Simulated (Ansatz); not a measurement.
Species: dimethylborinic acid, C₂H₇BO (charge 0, singlet). SMILES: CB(C)O
Geometry: optimised at B3LYP-D3(BJ)/def2-TZVP (Ansatz, a program for electronic structure).

Wanted: atomisation energy, in kcal/mol. Conventions: open shells spin-unrestricted; atomisation electronic, to ground-state atoms; no spin-orbit coupling; dispersion terms only where a functional's name holds one; 6-311+G** with 5d; valence correlation only; non-relativistic. Basis-set limits of correlation are two-point, X^-3; Hartree-Fock from the larger set. First-principles rows: single points at B3LYP-D3(BJ) geometries (Ansatz).

| species | coefficient | E at B3LYP/6-311+G** (Ansatz), Eh | E at wB97X-V/def2-TZVPD (Ansatz), Eh |
|---|---|---|---|
| CB(C)O | -1 | -180.63688 | -180.58745 |
| B atom | +1 | -24.66247 | -24.65384 |
| C atom | +2 | -37.85727 | -37.84665 |
| H atom | +7 | -0.50216 | -0.50049 |
| O atom | +1 | -75.08988 | -75.06921 |

Coupled cluster (Ansatz) is a level with limits of its own, used here on species with T1 under 0.025 (0.045 for open shells) and stable references: CCSD(T)/CBS(aug-cc-pVTZ,aug-cc-pVQZ). Value to compare with, CCSD(T)/CBS(aug-cc-pVTZ,aug-cc-pVQZ) (Ansatz): 1045.9 kcal/mol. 1 Eh = 627.5095 kcal/mol.

Task: Work the quantity out at each level, and compare with CCSD(T)/CBS(aug-cc-pVTZ,aug-cc-pVQZ) (Ansatz).

Result: 
- B3LYP/6-311+G**: the sum of coefficient times E is 1.65487 Eh, or 1038.45 kcal/mol. Result: 1038.4 kcal/mol. Its difference against CCSD(T)/CBS(aug-cc-pVTZ,aug-cc-pVQZ) (Ansatz) is -7.5 kcal/mol.
- wB97X-V/def2-TZVPD: the sum of coefficient times E is 1.66767 Eh, or 1046.48 kcal/mol. Result: 1046.5 kcal/mol. Its difference against CCSD(T)/CBS(aug-cc-pVTZ,aug-cc-pVQZ) (Ansatz) is 0.6 kcal/mol.
